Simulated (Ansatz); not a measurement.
Ansatz (a program for electronic structure) input (CCSD(T)/cc-pVTZ):

Ansatz 0.2 input:
```yaml
crystal:
  periodic: [false, false, false]
  atoms:
    - {symbol: C, position_ang: [2.32159805, -0.03454070, 0.09807729]}
    - {symbol: C, position_ang: [0.87362293, -0.46216527, -0.15040261]}
    - {symbol: C, position_ang: [-0.11241875, 0.71583203, -0.32038721]}
    - {symbol: C, position_ang: [-1.59310634, 0.40387410, -0.46147169]}
    - {symbol: F, position_ang: [-1.88155553, -0.46186922, 0.75918982]}
    - {symbol: H, position_ang: [2.70238919, 0.56737784, -0.73486268]}
    - {symbol: H, position_ang: [2.39299036, 0.58355098, 0.99900753]}
    - {symbol: H, position_ang: [3.00061371, -0.88610845, 0.22752331]}
    - {symbol: H, position_ang: [0.51747517, -1.07625004, 0.68078989]}
    - {symbol: H, position_ang: [0.82192335, -1.09160588, -1.04713097]}
    - {symbol: H, position_ang: [0.04589195, 1.39775941, 0.53208259]}
    - {symbol: H, position_ang: [0.17414098, 1.28689817, -1.21800702]}
    - {symbol: H, position_ang: [-1.65960015, -0.36279991, -1.26700568]}
basis:
  gaussian:
    orbitals: cc-pVTZ
total_charge: -1
magnetization: {spin_polarized: false}
correlation: {method: ccsd_t, electrons: outside_noble_gas}
```

Output:

```
Functional definition: HF
integrals: 1.81 GiB planned
1495 factors; integrals over basis functions are off by at most 9.7e-4 eV
mean field: 1.20 GiB planned
mean field evaluation 1: about -6951.3798 eV, gradient 2.6e1 eV
mean field evaluation 2: about -6951.6091 eV, gradient 2.7e1 eV
mean field evaluation 4: about -6954.0103 eV, gradient 2.7e0 eV
mean field evaluation 8: about -6954.0378 eV, gradient 2.3e-1 eV
mean field evaluation 16: about -6951.3789 eV, gradient 2.6e1 eV
mean field -6954.03841996 eV, -255.5561983169 hartree, gradient 5.1e-6 eV, S^2 0.000000; 0 other end points of the search recorded, 0 dependent functions left out
5 core orbitals not correlated
reference -6954.03841996 eV, -255.5561983169 hartree; 16, 16 occupied and 241, 241 virtual orbitals, 1495 factors
second order -26.29810858 eV of doubles, -0.00000000 eV of singles
coupled cluster: 6.82 GiB planned
cycle   1  -26.75310655 eV  change   -4.5e-1 eV  update   1.1e-1
cycle   2  -27.35322394 eV  change   -6.0e-1 eV  update   3.1e-2
cycle   3  -27.49286174 eV  change   -1.4e-1 eV  update   1.6e-2
cycle   4  -27.48515442 eV  change    7.7e-3 eV  update   3.9e-3
cycle   5  -27.48341888 eV  change    1.7e-3 eV  update   2.0e-3
cycle   6  -27.48415565 eV  change   -7.4e-4 eV  update   7.5e-4
cycle   7  -27.48408168 eV  change    7.4e-5 eV  update   3.5e-4
cycle   8  -27.48388701 eV  change    1.9e-4 eV  update   1.6e-4
cycle   9  -27.48386165 eV  change    2.5e-5 eV  update   7.1e-5
cycle  10  -27.48392497 eV  change   -6.3e-5 eV  update   3.2e-5
cycle  11  -27.48387921 eV  change    4.6e-5 eV  update   1.6e-5
cycle  12  -27.48388425 eV  change   -5.0e-6 eV  update   7.2e-6
perturbative correction -1.05600352 eV, -0.0388074137 hartree
Total energy: -6982.57830773 eV, -256.6050198476 hartree
```

It need not be the lowest isomer of its formula. Whether it binds its extra electron was not tested at this geometry.
